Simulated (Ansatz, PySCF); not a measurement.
This Ansatz (an electronic-structure program) input computes a SVWN5/def2-TZVPD energy:

Ansatz 0.2 input:
```yaml
crystal:
  periodic: [false, false, false]
  atoms:
    - {symbol: B, position_ang: [-0.00000000, -0.00000000, -0.84990570]}
    - {symbol: O, position_ang: [0.00000000, 0.00000000, 0.36417581]}
    - {symbol: H, position_ang: [0.00000000, 0.00000000, 1.33612203]}
basis:
  gaussian:
    orbitals: def2-TZVPD
hamiltonian:
  xc: {name: SVWN5}
total_charge: 1
magnetization: {spin_polarized: true, initial_magnetization: 1}
output: {forces: true}
```

Question: Write an input for the same energy in PySCF and say what it gives.

Answer: 
```python
from pyscf import gto, scf, dft

mol = gto.M(
    atom='''
    B    -0.00000000   -0.00000000   -0.84990570
    O     0.00000000    0.00000000    0.36417581
    H     0.00000000    0.00000000    1.33612203
    ''',
    basis='def2-tzvpd',
    charge=1,
    spin=1,
    symmetry='C2v',
    verbose=4,
)

mf = dft.UKS(mol, xc='svwn').density_fit(auxbasis='def2-universal-jkfit')
mf.grids.level = 3
mf.conv_tol = 1e-9
mf.max_cycle = 100
mf.max_memory = 1500
mf.kernel()
if not mf.converged:
    mf = mf.newton()
    mf.kernel(mf.make_rdm1())
mf.analyze()
```
It gives -99.49835 Eh, and Ansatz -99.49834 Eh, a difference of 0.01 mEh.
